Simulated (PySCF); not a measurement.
Structure from 2D NMR

Compound of formula C3H8F2Si2. Correlations simulated from computed shifts and the bond graph:

HSQC (one-bond C–H):
```
  δH     δC
6.43  123.4
1.75   26.2
0.62   -8.6
0.54   -8.6
```

COSY cross peaks (H two or three bonds apart, from the bond graph; peaks can be absent where the dihedral angle is near 90°):
```
  δH    δH
6.43  1.75
5.02  4.86
5.02  1.75
5.02  0.62
5.02  0.54
4.86  1.75
4.86  0.62
4.86  0.54
0.62  0.54
```

HMBC (two and three bonds, from the bond graph):
```
  δH                 δC
6.43               26.2
5.02  123.4, 26.2, -8.6
4.86  123.4, 26.2, -8.6
1.75        123.4, -8.6
0.62               26.2
0.54               26.2
```

PySCF 2.14.0 with density-fitted response routines calculation with geometry from GFN2-xTB and σ from GIAO-PBE0/pcSseg-1; single conformer, isolated molecule, equivalent nuclei averaged, no relativistic terms.

References, each an isolated molecule treated in the same way: TMS for 1H (31.72 ppm), 13C (186.93 ppm).

Exchangeable hydrogens are left out of these lists.

Which molecule is this?

## Answers

`InChI=1S/C3H8F2Si2/c4-2(5)3-6-1-7-3/h2-3H,1,6-7H2`.

Atoms are numbered as in `[F:1][CH:2]([F:3])[CH:4]1[SiH2:5][CH2:6][SiH2:7]1`. Hydrogens are named by the atom that carries them. Ha(Si5), Ha(C6), Ha(Si7) are cis to C2 on the ring; Hb(Si5), Hb(C6), Hb(Si7) are trans to C2 on the ring.

- δC 123.4 is C2, an sp3 CH bonded to 2 F (δH 6.43).
- δC 26.2 is C4, an sp3 CH bonded to 2 Si (δH 1.75).
- δC -8.6 is C6, an sp3 CH2 bonded to 2 Si (δH 0.54, 0.62).
- COSY links 6.43–1.75, 5.02–4.86, 5.02–1.75, 5.02–0.62, 5.02–0.54, 4.86–1.75.

This is the structure that produced the data.

Shifts are as computed. Against solution values, carbons near 30 ppm lie about +3 ppm off and those near 130 ppm about +5 ppm. Of 1211 compounds with measured shifts, 218 miss one by over three times the rms of a fit or turn the order of signals round; such compounds aren't used in these exercises.
